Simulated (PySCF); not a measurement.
The dipole of `[C@H]1([C@@H]([C@H]1[SiH3])OC)C#N` from its density and from atomic charges.

Coordinates (GFN2-xTB, Å) and charges (e) from the PBE0/pcSseg-1 density (PySCF):

| atom | x | y | z | Mulliken | IAO | Hirshfeld | ESP-fitted |
| --- | --- | --- | --- | --- | --- | --- | --- |
| C1 | 2.643 | 0.103 | 0.161 | -0.0326 | -0.2043 | -0.0373 | -0.1205 |
| O2 | 1.443 | -0.057 | -0.564 | -0.4764 | -0.3679 | -0.1277 | -0.2774 |
| C3 | 0.359 | -0.406 | 0.217 | +0.1741 | +0.0973 | +0.0437 | +0.0460 |
| C4 | -0.994 | 0.002 | -0.252 | -0.4267 | -0.4022 | -0.1216 | -0.2342 |
| Si5 | -2.473 | -1.158 | -0.106 | +0.5642 | +0.6205 | +0.3327 | +0.3620 |
| C6 | -0.411 | 0.652 | 0.993 | -0.2702 | -0.2055 | -0.0334 | -0.3867 |
| C7 | -0.001 | 2.005 | 0.926 | +0.1592 | +0.1406 | +0.0798 | +0.4994 |
| N8 | 0.329 | 3.101 | 0.874 | -0.2552 | -0.2558 | -0.2310 | -0.5003 |
| H9 | 3.414 | 0.326 | -0.573 | +0.1288 | +0.1660 | +0.0571 | +0.1278 |
| H10 | 2.902 | -0.815 | 0.700 | +0.0926 | +0.1246 | +0.0396 | +0.0749 |
| H11 | 2.567 | 0.931 | 0.874 | +0.1163 | +0.1386 | +0.0376 | +0.1002 |
| H12 | 0.472 | -1.363 | 0.731 | +0.1180 | +0.1306 | +0.0475 | +0.1489 |
| H13 | -0.961 | 0.642 | -1.126 | +0.1753 | +0.1814 | +0.0597 | +0.1942 |
| H14 | -2.333 | -1.913 | 1.144 | -0.0938 | -0.1201 | -0.0726 | -0.0816 |
| H15 | -2.463 | -2.061 | -1.253 | -0.0705 | -0.1099 | -0.0688 | -0.0788 |
| H16 | -3.687 | -0.344 | -0.063 | -0.0695 | -0.1104 | -0.0698 | -0.0742 |
| H17 | -0.815 | 0.366 | 1.958 | +0.1666 | +0.1764 | +0.0646 | +0.2003 |

Question: Form Σ q r in debye for every column and set it beside the full dipole.

Answer: The full density gives (-0.41, -3.96, 0.77) D, 4.06 D in size; dipole vectors point from the negative to the positive end.

```
    scheme     μx     μy    μz  size (D)  share of the full size (%)  angle to the full dipole (°)
  Mulliken  -1.19  -4.39  1.43      4.77                         117                            11
       IAO  -0.89  -3.96  1.40      4.30                         106                            10
 Hirshfeld  -0.56  -3.14  0.19      3.20                          79                             9
ESP-fitted  -0.39  -3.96  0.81      4.06                         100                             1
```

Question: Which set comes closest?

Answer: Length of the difference vector: ESP-fitted 0.04 D, IAO 0.79 D, Hirshfeld 1.02 D, Mulliken 1.11 D. Closest: ESP-fitted. ESP charges are fitted to the potential around the molecule, whose slowest-falling term is the dipole's. 

Question: What is left for the Hirshfeld atoms' own dipoles?

Answer: The Hirshfeld atoms' densities add up to the full density, so μ = Σ q r + Σ (atomic dipoles). The atomic dipoles sum to (-0.41, -3.96, 0.77) − (-0.56, -3.14, 0.19) = (0.15, -0.82, 0.58) D, 1.02 D in size.

Question: With the origin at the mean of the coordinates, (0.000, 0.001, 0.273) Å, which are the largest single terms, by size, of the Mulliken dipole along the direction of the full one?

Answer: N8 +3.61, Si5 +3.54, C7 -1.40, H14 -1.02, H12 +0.78 D; all 17 atoms together +4.68 D. The single terms depend on the origin, their sum doesn't.

Question: Give the size of the full dipole in other units.

Answer: 4.06 D = 1.596 au = 0.845 e·Å = 13.53 × 10⁻³⁰ C·m.

Geometry: GFN2-xTB, one conformer, isolated molecule.

These values come from a run that also computed NMR shieldings. Time: 47 s; peak memory 0.84 GiB. Hardware: one thread, Arm Neoverse N1 (aarch64), no GPU (shared host).

Shape of the structure used: `[CH3:1][O:2][C@@H:3]1[C@@H:4]([SiH3:5])[C@@H:6]1[C:7]#[N:8]`: C1–O2–C3–C4 152°.
